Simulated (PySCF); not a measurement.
# Cu: excitation energy

Cu [Ar] 3d10 4s1 (2S) → Cu [Ar] 3d9 4s1 5s1 (4D), as a difference of total energies. Calculation: PySCF 2.14, in aug-cc-pVTZ-DK; the spin-free X2C one-electron Hamiltonian (Gaussian nucleus). Correlated levels: valence: [Ar] frozen. The calculations carry no spin-orbit coupling.

```
           method  excitation energy (cm⁻¹)
              UHF                     37961
              LDA                     70504
              PBE                     65711
             PBE0                     60130
           r2SCAN                     62723
           M06-2X                     57930
             PW91                     66205
          wB97M-V                     61692
            B97-3                     61365
    MP2 (valence)                     67774
SCS-MP2 (valence)                     64698
```

A first-order spin-orbit estimate (lowest level to lowest level, LS coupling) adds -0.104 eV.

The upper state lies above the first ionisation limit, but in LS coupling its spin forbids autoionisation to the ground ion. A Rydberg-like electron needs more diffuse functions than a valence basis has.

The promoted electron is Rydberg-like, and one or two diffuse shells describe it only roughly, which tends to raise the upper state.
